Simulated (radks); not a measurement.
Q: These are the eigenvalues of the occupied orbitals of an atom or ion with whole-number occupations (Ry). Method: scalar-relativistic Kohn-Sham, PBE, spin-polarised, spherical densities, finite nucleus; Fermi nuclear charge, rms radius of each element as measured or else 0.836 A^(1/3) + 0.57 fm; computed with a radial shooting solver on a logarithmic mesh with Libxc functionals.

orbital  eigenvalue
1s down   -1612.763
1s up     -1612.762
2s up     -232.2678
2s down   -232.2390
2p up     -208.0681
2p down   -208.0466
3s up     -41.26720
3s down   -41.25275
3p up     -33.31539
3p down   -33.29889
3d up     -20.52279
3d down   -20.49664
4s up      -6.12329
4s down    -5.98736
4p up      -3.92910
4p down    -3.78335
4d up      -0.89397
4d down    -0.74884
7d up      -0.03326

Which element is it, and in what charge state? The configuration may be excited. Open shells, if any, are filled with parallel spins first.

A: Z = 44, ruthenium, charge 0: Ru in [Kr] 4d7 7d1. The list shows which subshells hold electrons but not how many an open one holds; the 1s level, -806.38 hartree, gives Z - s = 40.2 by -(Z - s)^2/2, which with screening and relativity narrows Z to a few neighbours, and the depths of the outer levels then fix element, charge and occupations together.
